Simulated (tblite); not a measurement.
Compound: C₆H₈BrF₃.
Atom-mapped SMILES: `[CH3:1][C@:2]1([C:3]([F:4])([F:5])[F:6])[CH2:7][C@@H:8]([Br:9])[CH2:10]1` (hydrogens: H11, H12, H13 on C1; H14, H15 on C7; H16 on C8; H17, H18 on C10)

Computed with GFN2-xTB (tblite), gas phase: L-BFGS steps from a force-field or distance-geometry start until the largest atomic force falls under 0.01 eV/Å.

Step 1: E = -957.7556 eV
```
atom  x, y, z in Å  |  force x, y, z in eV/Å
C1     -0.7824    1.3796    0.4524   -0.420   0.013   0.031
C2     -0.3715   -0.0376    0.0413    0.160   0.364   0.042
C3     -1.5533   -0.8888   -0.3055    0.024   0.410   0.003
F4     -2.1774   -0.3006   -1.3742   -0.190  -1.043   0.788
F5     -1.1347   -2.1311   -0.6314   -0.909   0.418  -0.116
F6     -2.3931   -0.9753    0.7589    0.011  -0.252  -1.037
C7      0.7097   -0.7175    0.8748    0.236   0.141   0.150
C8      1.6838    0.1732    0.1086    0.121  -0.491  -0.180
Br9     3.3759   -0.6923   -0.2344    0.470   0.336   0.075
C10     0.6865    0.0845   -1.0539    0.193   0.096   0.051
H11    -0.0992    1.8385    1.1777   -0.339  -0.217  -0.264
H12    -0.8074    1.9728   -0.4676   -0.033   0.155   0.354
H13    -1.7927    1.3863    0.8591    0.086   0.011   0.183
H14     0.8619   -1.7582    0.5226   -0.255   0.477   0.735
H15     0.6722   -0.5806    1.9402   -0.039  -0.348   0.446
H16     1.7449    1.1764    0.5710    0.587  -0.622  -0.536
H17     0.5873    0.9612   -1.6782    0.151  -0.167  -0.534
H18     0.7807   -0.8842   -1.5732    0.146   0.718  -0.192
```

Step 2: E = -957.9213 eV
```
atom  x, y, z in Å  |  force x, y, z in eV/Å
C1     -0.8031    1.3865    0.4562    0.691  -0.410  -0.273
C2     -0.3648   -0.0333    0.0400   -0.073   0.476   0.199
C3     -1.5562   -0.8769   -0.3054    0.640   0.118   0.096
F4     -2.1809   -0.3313   -1.3497   -0.609  -0.323  -0.153
F5     -1.1606   -2.1170   -0.6339   -0.457  -0.133  -0.215
F6     -2.3906   -0.9825    0.7273   -0.496  -0.162  -0.093
C7      0.7174   -0.7163    0.8838   -0.094   0.535   0.043
C8      1.6878    0.1595    0.1040    0.231  -0.298  -0.162
Br9     3.3886   -0.6829   -0.2322    0.479   0.239   0.038
C10     0.6911    0.0917   -1.0573    0.149  -0.034   0.328
H11    -0.1084    1.8320    1.1700   -0.235  -0.081  -0.081
H12    -0.8076    1.9760   -0.4568   -0.134   0.286   0.125
H13    -1.7846    1.3863    0.8620   -0.738  -0.001   0.466
H14     0.8544   -1.7428    0.5432   -0.184  -0.058   0.512
H15     0.6711   -0.5906    1.9502    0.007  -0.221   0.417
H16     1.7610    1.1586    0.5558    0.542  -0.394  -0.395
H17     0.5917    0.9534   -1.6910    0.157   0.087  -0.542
H18     0.7847   -0.8642   -1.5780    0.121   0.373  -0.310
```

Q: Estimate the geometry and energy of step 3. (The exact step hangs on the optimiser's Hessian estimate; all steps are aligned on step 2, rigid shifts and turns removed.)

A: E = -958.0233 eV, largest force 0.834 eV/Å
```
atom  x, y, z in Å  |  force x, y, z in eV/Å
C1     -0.8066    1.3868    0.4549    0.371  -0.439  -0.141
C2     -0.3611   -0.0257    0.0416   -0.048   0.379   0.170
C3     -1.5473   -0.8681   -0.3034    0.349  -0.197   0.042
F4     -2.1937   -0.3550   -1.3382   -0.626   0.117  -0.539
F5     -1.1838   -2.1106   -0.6391   -0.055  -0.380  -0.211
F6     -2.3976   -0.9896    0.7069   -0.542  -0.049   0.364
C7      0.7203   -0.7067    0.8929   -0.173   0.398  -0.051
C8      1.6951    0.1464    0.0987    0.263  -0.127  -0.084
Br9     3.4046   -0.6730   -0.2302    0.452   0.137   0.008
C10     0.6959    0.0982   -1.0559    0.113  -0.076   0.236
H11    -0.1176    1.8265    1.1640   -0.026   0.050   0.127
H12    -0.8099    1.9826   -0.4479   -0.171   0.338  -0.038
H13    -1.7910    1.3861    0.8713   -0.533  -0.023   0.335
H14     0.8466   -1.7345    0.5643   -0.180  -0.203   0.394
H15     0.6707   -0.6006    1.9620    0.038  -0.065   0.366
H16     1.7802    1.1411    0.5398    0.511  -0.143  -0.256
H17     0.5974    0.9487   -1.7071    0.177   0.146  -0.389
H18     0.7891   -0.8463   -1.5863    0.080   0.138  -0.334
```

The energy changes by -0.1019 eV. The first-order estimate −F·Δx gives -0.1392 eV and the mean of the old and new forces, exact on a quadratic surface, -0.1018 eV. The step makes an angle of 43° with the force vector and moves no atom by more than 0.031 Å.

The cost below is that of the whole relaxation. Hardware: one thread, Intel Xeon at 2.50 GHz (x86_64), shared host with 64 logical CPUs at a one-minute load of 63. Cost: 4.6 s wall, 2.4 s CPU.
